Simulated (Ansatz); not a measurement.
`C[N]=[W]([NH2])([NH2])=[N]C` at its PBE0-D4/def2-TZVP geometry, where that method's forces vanish. The species carries charge 0 and has multiplicity 1. W takes the def2 core potential.

```xyz
17

C    -2.3853    0.1811    1.3073
N    -1.4480    0.3022    0.2519
W     0.0343    0.2364   -0.6914
N     0.4925    2.0889   -1.1718
N    -0.3228   -0.9212   -2.2423
N     1.4282   -0.4372    0.1420
C     2.2641   -1.0145    1.1294
H    -2.7874    1.1629    1.5837
H    -3.2313   -0.4472    1.0047
H    -1.9398   -0.2642    2.2040
H     1.4359    2.4307   -1.2568
H    -0.1726    2.8446   -1.1958
H     0.3648   -1.5242   -2.6638
H    -1.2440   -1.1113   -2.6018
H     2.6743   -1.9696    0.7806
H     3.1111   -0.3557    1.3543
H     1.7261   -1.2017    2.0656
```

**Question.** What forces (eV/Å) does r2SCAN-D4/def2-TZVPP give on these atoms in Ansatz? (Best estimate.)

**Answer.** Computed: 
```
C1  -0.103 -0.016  0.123
N2  -0.276  0.040  0.099
W3   0.013  0.096 -0.283
N4   0.016  0.067 -0.029
N5  -0.011 -0.034 -0.065
N6   0.268 -0.101  0.079
C7   0.090 -0.065  0.115
H8  -0.007 -0.007  0.007
H9  -0.004  0.004  0.011
H10 -0.013  0.001  0.007
H11  0.024  0.047 -0.008
H12  0.001  0.053 -0.007
H13  0.001 -0.038 -0.038
H14 -0.022 -0.031 -0.037
H15  0.007  0.000  0.011
H16  0.004 -0.009  0.007
H17  0.011 -0.005  0.006
```
